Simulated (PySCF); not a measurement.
C3H2ClO3 (charge -1).
Atom-mapped SMILES: `[O:1]=[C:2]([OH:3])/[C:4]([Cl:5])=[CH:6]\[O-:7]`

Structure used (GFN2-xTB), in Å, numbered top down from 1:
```xyz
9
C3H2ClO3 angstrom
O      1.4812   -1.6005   -0.2322
C      0.8675   -0.5434   -0.0997
O      1.5758    0.6348   -0.1436
C     -0.5159   -0.3709    0.0987
Cl    -1.4222   -1.8697    0.1516
C     -1.2592    0.8011    0.2554
O     -0.8655    1.9671    0.2550
H      2.5020    0.3896   -0.2799
H     -2.3501    0.5979    0.3968
```

Lines to be assigned: C 1s: 286.08 (area 1), 287.38 (area 1), 288.97 (area 1) eV; O 1s: 531.46 (area 1), 532.08 (area 1), 534.68 (area 1) eV; Cl 1s: 2824.03 eV; Cl 2p3/2: 201.43 eV.

Level of theory: delta-SCF UKS SCAN, pcX-2 on the ionised atom, pcseg-1 elsewhere, spin-free X2C in PySCF 2.14.0. Isolated species at its GFN2-xTB geometry (one conformer only).

(1) Order the carbon atoms by C 1s binding energy.

(2) Order the oxygen atoms by O 1s binding energy.

## Answers

(1) 286.08 eV: C4 (carbon bonded to 2 C and Cl); 287.38 eV: C6 (vinylic carbon bearing oxygen); 288.97 eV: C2 (carboxylic acid carbon). Lowest listed C 1s: C4, bonded to Cl, C (double bond) and C. Highest, 2.89 eV above it: C2, bonded to O (double bond), O and C. The widest gap between neighbouring values is 1.59 eV, between 287.38 and 288.97 eV. Summing the Pauling electronegativity differences to the bonded atoms, each weighted by its formal bond order, gives +0.61 for the lowest site and +2.67 for the highest; no listed site has a larger sum than the highest. The smallest sum, +0.54, belongs to C6, 1.30 eV above the lowest.

(2) 531.46 eV: O7 (enolate oxygen); 532.08 eV: O1 (acid carbonyl oxygen); 534.68 eV: O3 (acid hydroxyl oxygen). Lowest listed O 1s: O7, bonded to C. Highest, 3.22 eV above it: O3, bonded to C and H. Summing the Pauling electronegativity differences to the bonded atoms, each weighted by its formal bond order, gives -0.89 for the lowest site and -2.13 for the highest; the largest sum, -0.89, belongs to O7, 3.22 eV below the top. The smallest sum, -2.13, belongs to O3, 3.22 eV above the lowest.

Bonded neighbours of each site: O1: C (double bond); C2: O (double bond), O and C; O3: C and H; C4: Cl, C (double bond) and C; Cl5: C; C6: O, C (double bond) and H; O7: C.

Question: Which photon wavelength matches the Cl 2p3/2 of Cl5 threshold?

Answer: λ = hc/E = 12398.42 eV Å / 201.43 eV = 61.552 Å.

The unrestricted hole states depart most from a pure doublet (⟨S²⟩ = 0.75; over 0.85 named) for C 1s of C2 (0.85) and C 1s of C6 (0.94), which makes these values less certain. Spin–orbit and ligand-field terms were added within each 2p shell after the spin-free SCF. 2p1/2 minus 2p3/2 (ligand field included): Cl 1.65 eV. The species carries charge -1, so core ionisation leaves a neutral species. The basis sets have no added diffuse functions.
